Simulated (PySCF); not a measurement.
**Orbital energies, ionisation energy and electron affinity**

Species: methoxybenzoquinone, C7H6O3.
Z-matrix (Å and degrees, PBE0-D3(BJ)/def2-SVP geometry), rows numbered from 1:
```
C 
O   1  1.4168
C   2  1.3272  1  125.29
C   3  1.3576  2  118.38  1   179.06
C   4  1.4603  3  122.78  2   179.22
O   5  1.2177  4  122.61  3  -179.42
C   5  1.4886  4  117.23  3     0.51
C   7  1.3392  5  121.17  4    -0.20
C   8  1.4790  7  122.03  5     0.03
O   9  1.2143  3  122.27  2     0.58
H   1  1.0974  2  104.83  3  -178.71
H   1  1.0986  2  111.82  3    62.39
H   1  1.0984  2  111.94  3   -59.76
H   4  1.0912  3  119.96  2    -0.28
H   7  1.0928  5  115.97  4   179.75
H   8  1.0927  7  123.21  5  -179.94
```

Level: wB97X-D/def2-SVPD (PySCF). Frontier orbitals with their largest atomic shares (Löwdin; up to four atoms above 4 %):

| orbital | ε (eV) | main atoms |
| --- | --- | --- |
| HOMO−3 | -10.69 | C8 31 %, C7 29 %, O6 13 %, O10 11 % |
| HOMO−2 | -10.15 | O10 48 %, C9 9 %, C3 8 %, O6 8 % |
| HOMO−1 | -9.81 | O6 59 %, C5 12 %, C7 8 %, C4 7 % |
| HOMO | -9.24 | ? |
| LUMO | -1.88 | O10 19 %, O6 16 %, C9 15 %, C7 12 % |
| LUMO+1 | 1.20 | C8 20 %, C7 18 %, C3 16 %, C4 16 % |
| LUMO+2 | 2.03 | C5 21 %, C9 18 %, O6 14 %, O10 12 % |

Problem. What vertical ionisation energy does ΔSCF give, and how far is −ε(HOMO) from it?

Solution. ΔSCF: 9.34 eV (901 kJ/mol; threshold wavelength 133 nm); ⟨S²⟩ of the doublet left behind is 0.775, against 0.75 for a pure doublet. −ε(HOMO) is 9.24 eV, 0.10 eV below it. In exact Kohn–Sham theory the two would be equal; wB97X-D (range-separated hybrid) comes within 0.10 eV of that here.

Problem. On which atoms does the HOMO lie?

Solution. C4 (alkene CH carbon) 30 %, O2 (ether oxygen) 24 %, C3 (vinylic carbon bearing oxygen) 16 %, O6 (ketone oxygen) 8 %, so no atom holds as much as 40 %. The HOMO−1 lies 0.57 eV lower.

Problem. And the vertical electron affinity, the fundamental gap, Mulliken's electronegativity and the hardness (with the factor ½)?

Solution. EA = 1.74 eV by ΔSCF (−ε(LUMO) = 1.88 eV). IE − EA = 7.60 eV against an orbital gap of 7.36 eV; (IE + EA)/2 = 5.54 eV; (IE − EA)/2 = 3.80 eV. Parr's electrophilicity index (IE + EA)²/[8(IE − EA)] is 2.02 eV.

Problem. With α = 96.3 au, estimate the like-pair dispersion coefficient by London's formula C6 = (3/4)α²I.

Solution. I = 0.3431 Eh, so C6 ≈ 2390 au, a rough estimate.

Problem. How many of the 10 lowest singlet excitations (vertical TDDFT, same level) lie below the ionisation energy?

Solution. All 10; they run from 2.96 to 6.86 eV.

Problem. What kinetic energy would electrons from this vertical process carry with He I light (21.218 eV)?

Solution. 21.22 − 9.34 = 11.88 eV.

Isolated species at its PBE0-D3(BJ)/def2-SVP geometry (one conformer only).

The run behind these numbers computed excited states and ΔSCF ions as well. The run took 6.5 min wall on one thread, Arm Neoverse V1 (shared host).

wB97X-D is run here without its empirical dispersion term; that term would change no orbital, density or response property at a fixed geometry.
